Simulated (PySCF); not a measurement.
C3H10BO3 (SMILES COB(OC)[OH+]C), charge +1, singlet, at a GFN2-xTB geometry. Base run: PBE0/3-21G (PySCF).

Geometry (Å):
```xyz
17

C      0.1568     2.5343    -0.3479
O     -0.5371     1.3173    -0.0962
B     -0.1248     0.0800     0.0006
O     -0.8025    -1.0254     0.1807
C     -2.2229    -1.1639     0.2684
O      1.3803    -0.1998    -0.1359
C      1.9055    -1.5290     0.0933
H      0.8446     2.4283    -1.1877
H      0.6949     2.8517     0.5474
H     -0.5988     3.2800    -0.5910
H     -2.7153    -0.1947     0.2224
H     -2.4464    -1.6587     1.2128
H     -2.5477    -1.7918    -0.5605
H      1.9487     0.4704     0.2763
H      2.9114    -1.5734    -0.3215
H      1.9146    -1.7703     1.1556
H      1.2554    -2.2264    -0.4291
```
Charge +1, spin multiplicity 1.
All else is at PySCF's defaults.

Each row names what was changed in the base input (with any setting that the change needs).

```csv
change,E (Eh),HOMO (eV),HOMO-LUMO gap (eV),core-seconds (rough),outcome
base,-368.26017,-12.80,8.95,10,converged
functional = wb97m_v,-,-,-,-,cut at the time limit
functional = lc_wpbe,(withheld),(withheld),(withheld),30,converged
functional = tpss,-368.73491,-11.36,6.65,20,converged
functional = revpbe,-368.54737,-11.20,6.29,10,converged
"functional = lda,vwn",(withheld),-11.28,(withheld),10,converged
functional = m062x,(withheld),(withheld),(withheld),20,converged
functional = m06l,-368.65132,-11.48,7.37,20,converged
functional = pbe,-368.22296,-11.22,6.21,10,converged
functional = b3lyp,-368.68899,-12.50,8.28,10,converged
functional = tpssh,-368.69875,-11.98,7.70,20,converged
functional = camb3lyp,-368.51683,-14.14,11.39,30,converged
"functional = pw91,pw91",-368.52681,-11.28,6.17,10,converged
```

Problem. Some entries are withheld; supply them.

Solution. 
- functional = lc_wpbe, E (Eh): -368.44394
- functional = lc_wpbe, HOMO (eV): -15.54
- functional = lc_wpbe, HOMO-LUMO gap (eV): 14.30
- functional = lda,vwn, E (Eh): -365.67562
- functional = lda,vwn, HOMO-LUMO gap (eV): 6.11
- functional = m062x, E (Eh): -368.51936
- functional = m062x, HOMO (eV): -14.34
- functional = m062x, HOMO-LUMO gap (eV): 11.43

Absolute energies of different levels of theory aren't comparable as measures of quality.
